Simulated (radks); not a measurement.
Spherical quantum dot in the effective-mass picture: electrons in a hard-walled sphere of radius 9.89, with a point charge +2 (a donor) at the centre, all in effective atomic units (hartree* = m*/eps^2 hartree, bohr* = eps/m* bohr), one dielectric constant everywhere. Calculated with a radial shooting solver with Libxc functionals: non-relativistic Kohn-Sham, r2SCAN, spin-polarised, spherical densities, generalised Kohn-Sham scheme. Levels are named by radial order and angular momentum (1s, 1p, 1d, 2s, ...), and open shells are averaged over m. At N = 17 the configuration is 1s2 1p6 1d(up 5, down 2) 2s2. Does electron 18 go into 1f up or 1f down or 1d down?

Answer. Into 1d down. The total energies of the other choices lie higher by 0.0421 hartree* (1f up), 0.0629 hartree* (1f down).
